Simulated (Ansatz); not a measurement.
Computed with Ansatz.

A structure relaxed at PBE0-D4/def2-TZVP, charge 0, multiplicity 1:

```
atom   x (Å)   y (Å)   z (Å)
  C1  -1.419  -1.817   0.736
  C2  -1.092  -0.696  -0.234
  C3   0.180   0.026   0.143
  O4   0.438   1.058  -0.788
 Si5   1.751   2.037  -0.677
  H6  -0.621  -2.564   0.766
  H7  -2.339  -2.329   0.451
  H8  -1.554  -1.437   1.753
  H9  -1.908   0.033  -0.268
 H10  -0.980  -1.088  -1.250
 H11   1.021  -0.683   0.163
 H12   0.085   0.446   1.155
 H13   1.673   2.980  -1.816
 H14   1.751   2.785   0.613
 H15   3.013   1.247  -0.747
```

Give its formula and SMILES.

C3H10OSi, `CCCO[SiH3]`.

Point group (tolerance 0.08 Å, 0.16 Å for H)?

Cs.

Summarise the bond lengths by kind.

2 × C–C 1.511 to 1.518 Å; 7 × C–H 1.091 to 1.100 Å; 1 × C–O 1.414 Å; 1 × O–Si 1.641 Å; 3 × H–Si 1.481 to 1.490 Å.
